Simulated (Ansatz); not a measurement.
Clusters of 3 atoms, halide: PBE0-D4/def2-TZVP single points in Ansatz on relaxed structures, gas phase. Each cluster is the lowest isomer that a short search found in that spin, judged at the geometry's level, and lower ones may exist. Core potentials for Ag, I, Pb, Pd, no spin–orbit coupling. HOMO and LUMO are taken over both spins. Binding counts from free atoms in the multiplicity of their measured ground term, without zero-point energy. Singlets are spin-restricted. The spins of the ions were chosen, not always searched. A dash marks a value that wasn't run or was left out as unsound. The structures are stationary points that may keep the symmetry of their start. Remarks come from the PBE and PBE0 runs and from stability tests at other levels; not every state was tested. HOMO above LUMO (over both spins in singlets and doublets, within one spin in higher multiplets; at PBE or PBE0), or a gap under 0.15 eV within one spin, warns that the state may not be the lowest or that an electron is smeared out.

Q: Estimate the order by vertical IE (eV), lowest first.
A. ZnBr2 (singlet)
B. AgBr2 (doublet; oxidised ion triplet)
C. MgBr2 (singlet)
D. PdCl2 (singlet)
E. PbBr2 (singlet)

A: E (9.74), B (9.86), D (10.31), C (10.43), A (10.61).

In full:

| species | atoms | state | geometry | HOMO (eV) | LUMO (eV) | gap (eV) | vertical IE (eV) | binding per atom (eV) | lowest of the spins relaxed | point group (within 0.1 Å) | remarks |
| --- | --- | --- | --- | --- | --- | --- | --- | --- | --- | --- | --- |
| ZnBr2 | 3 | singlet | PBE0-D4/def2-TZVP | -8.58 | -1.78 | 6.80 | 10.61 | 1.99 | singlet, of singlet/triplet/quintet | D∞h | gap within one spin near zero at PBE or PBE0 (+1 doublet) |
| BeI2⁺ | 3 | doublet | B3LYP-D4/def2-TZVP | -13.13 | -11.75 | 1.38 | – | – | doublet, of doublet/quartet | D∞h | near-degenerate levels, HOMO above LUMO, gap within one spin near zero |
| MgBr2 | 3 | singlet | PBE-D4/def2-TZVP | -8.46 | -1.91 | 6.55 | 10.43 | 2.38 | singlet, of singlet/triplet/quintet | D∞h | gap within one spin near zero at PBE or PBE0 (+1 doublet) |
| GeBr2⁺ | 3 | doublet | r2SCAN-D4/def2-TZVP | -13.82 | -11.05 | 2.77 | – | – | doublet, of doublet/quartet | C2v | – |
| PdCl2 | 3 | singlet | r2SCAN-D4/def2-TZVP | -8.06 | -4.99 | 3.07 | 10.31 | – | triplet (-0.15 eV), of singlet/triplet/quintet | C2v | triplet lower at PBE0, triplet lowest at PBE0 |
| PbBr2 | 3 | singlet | B3LYP-D4/def2-TZVP | -7.84 | -3.28 | 4.55 | 9.74 | 2.36 | singlet, of singlet/triplet/quintet | C2v | gap within one spin near zero at PBE or PBE0 (+1 doublet), gap within one spin near zero at PBE or PBE0 (quintet) |
| AgBr2 | 3 | doublet; oxidised ion triplet | B3LYP-D4/def2-TZVP | -8.07 | -6.56 | 1.51 | 9.86 | 1.44 | – | D∞h | HOMO above LUMO, gap within one spin near zero, gap within one spin near zero at PBE or PBE0 (quartet) |

The gap (eV) runs from 1.38 (BeI2⁺) to 6.80 (ZnBr2). The vertical IE (eV) runs from 9.74 (PbBr2) to 10.61 (ZnBr2).
